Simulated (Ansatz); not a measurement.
Species: COOs (charge 0, triplet). The spin state was set by rule; other spins were not relaxed. 
Coordinates optimised at B3LYP-D3(BJ)/def2-TZVP (Ansatz, a program for electronic structure):
SMILES: [C-](#[O+])->[Os]
```xyz
3

Os     0.0000     0.0000    -0.3811
O      0.0000     0.0000     2.5653
C      0.0000     0.0000     1.4075
```
Charge 0, spin multiplicity 3.

Quantity: atomisation energy (electronic, to ground-state atoms), in kJ/mol. Valence correlation only, unless marked. Open shells are spin-unrestricted. Spin-orbit coupling is left out. The frozen core is the preceding noble-gas configuration, with the filled d and f shells of earlier blocks. In def2 rows, elements after Kr have scalar-relativistic effective core potentials. The coupled-cluster limit lacks core correlation, which all-electron functionals hold. CBS marks a two-point X^-3 extrapolation of the correlation energy; Hartree-Fock from the larger set. [CCSD(T)-MP2]/basis is that difference in the basis named.

```csv
level,program,atomisation energy (kJ/mol)
HF/def2-QZVPP,Ansatz,680.4
PBE-D3(BJ)/def2-TZVPD,Ansatz + dftd3,1426.9
PBE-D4/def2-TZVPD,Ansatz + dftd4,1428.1
BLYP-D4/def2-TZVPD,Ansatz + dftd4,1365.4
revPBE-D4/def2-TZVPD,Ansatz + dftd4,1370.8
revPBE/def2-TZVPD,Ansatz,1354.5
B3LYP-D4/def2-TZVPD,Ansatz + dftd4,1299.9
PBE0-D3(BJ)/def2-TZVP,Ansatz + dftd3,1315.2
PBE0-D4/def2-TZVPD,Ansatz + dftd4,1315.1
PBE0/def2-QZVPP,Ansatz,1311.5
BHLYP/def2-TZVPD,Ansatz,1149.0
r2SCANh/def2-TZVPD,Ansatz,1281.3
CAM-B3LYP-D4/def2-TZVPD,Ansatz + dftd4,1284.0
LC-wPBE-D3(BJ)/def2-TZVPD,Ansatz + dftd3,1293.7
LC-wPBE-D4/def2-TZVPD,Ansatz + dftd4,1295.2
wB97X-V/def2-TZVPD,Ansatz,1298.4
wB97X/def2-TZVPD,Ansatz,1279.6
MP2/def2-TZVPP,Ansatz,1326.6
RI-MP2/def2-QZVPPD,Ansatz,1347.0
CCSD/def2-TZVPPD,Ansatz,1183.4
"RI-MP2/CBS(def2-TZVPPD,def2-QZVPPD)+[CCSD(T)-MP2]/def2-TZVPPD",Ansatz,1281.2
```

The UHF reference is spin-contaminated (<S^2> 0.39 over the pure value in the largest basis). The T1 diagnostic of CCSD in the largest basis is 0.065, which is high, so the coupled-cluster rows are less sure than usual.
